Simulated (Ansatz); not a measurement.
Isolated molecules relaxed with PBE0-D4/def2-TZVP in Ansatz; ΔE leaves out vibrations. CBS: MP2 limit from def2 TZ/QZ plus the TZ coupled-cluster correction, frozen cores. This one scheme is used for every species. Functionals use def2-TZVPP. B3LYP here is the variant with VWN-RPA as its local correlation; programs differ in this. Elements past krypton have def2 core potentials. For Sn outer-core shells are correlated without core-valence functions, which leaves a few kJ/mol of doubt a bond. Each species was taken in one conformer, which may not be the lowest.

`[CH3][Sn]([Cl])([Cl])[Cl]` + `O[Si](O)(F)Cl` → `[CH3][Sn]([OH])([Cl])[Cl]` + `O[Si](F)(Cl)Cl`  (redistribution)

**Question.** Is it downhill or uphill in electronic energy at CCSD(T)/CBS, and by how much? (Estimate.)

**Answer.** Computed: Uphill: ΔE = +18.6 kcal/mol.

**Question.** What do these levels give: B3LYP-D4, ωB97X-V, B2PLYP, PBE, r2SCAN, PBE0, B3LYP, HF/def2-TZVPP, MP2/def2-TZVPP, SCS-MP2/def2-TZVPP, CCSD/def2-TZVPP, MP2/def2-QZVPP? (An estimate is asked.)

**Answer.** Computed: B3LYP-D4 19.1, ωB97X-V 18.2, B2PLYP 18.8, PBE 16.7, r2SCAN 18.4, PBE0 18.6, B3LYP 19.1, HF/def2-TZVPP 23.0, MP2/def2-TZVPP 18.3, SCS-MP2/def2-TZVPP 18.5, CCSD/def2-TZVPP 19.4, MP2/def2-QZVPP 18.4 kcal/mol.

Largest T1 diagnostic among the species: 0.012.

From PBE to PBE0 (25 % exact exchange), in def2-TZVPP and without D4, ΔE moves by +1.9 kcal/mol. In def2-TZVPP, CCSD(T) changes the Hartree–Fock value by −4.3 kcal/mol (the triples alone add −0.7 kcal/mol) and MP2 by −4.6 kcal/mol.
